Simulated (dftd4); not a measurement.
CH2F (SMILES [CH2]F), doublet, at a GFN2-xTB geometry; D4 for wb97x run with dftd4.

Input for dftd4:
```
$ dftd4 mol.xyz --func wb97x --charge 0 --json dftd4.json --noedisp --grad

# file mol.xyz
4

C     -0.64566325     0.05423353     0.06571365
F      0.67813264    -0.05693569    -0.03196981
H     -1.19444638    -0.85777853    -0.05263065
H     -1.03476786     1.04479852    -0.05392294
```

Problem. What does dftd4 print? Leave out banner, timings and long lists.

Solution. 
```
                    ____  _____ _____     ____  _  _
      -------------|  _ \|  ___|_   _|---|  _ \| || |------------
     |             | | | | |_    | | ___ | | | | || |_           |
     |             | |_| |  _|   | ||___|| |_| |__   _|          |
     |             |____/|_|     |_|     |____/   |_|            |
     |             ===================================           |
     |            E. Caldeweyher, S. Ehlert & S. Grimme          |
     |          Mulliken Center for Theoretical Chemistry        |
     |                    University of Bonn                     |
      -----------------------------------------------------------

Rational (Becke-Johnson) damping: wb97x-D4-ATM
---------------------
  s6         1.0000
  s8         0.5093
  s9         1.0000
  a1         0.0662
  a2         5.4487
 alp        16.0000
--------------------

Dispersion energy:      -1.4458543074351E-03 Eh

Gradient norm:           5.1946436560024E-05 Eh/a0
--------------------------------------------------
     #    Z           dE/dx      dE/dy      dE/dz
--------------------------------------------------
     1    6 C    -4.055E-05  3.401E-06 -2.679E-06
     2    9 F     3.093E-05 -2.597E-06 -1.623E-06
     3    1 H     4.588E-06 -3.027E-06  2.153E-06
     4    1 H     5.028E-06  2.223E-06  2.149E-06
--------------------------------------------------

Virial:
--------------------------------------------------
      component           x          y          z
--------------------------------------------------
          x       6.892E-05 -4.992E-06 -7.872E-06
          y      -4.992E-06  9.924E-06  6.538E-07
          z      -7.872E-06  6.538E-07 -6.676E-07
--------------------------------------------------

[Info] Dispersion results written to 'dftd4.txt'
[Info] JSON dump of results written to 'dftd4.json'
```
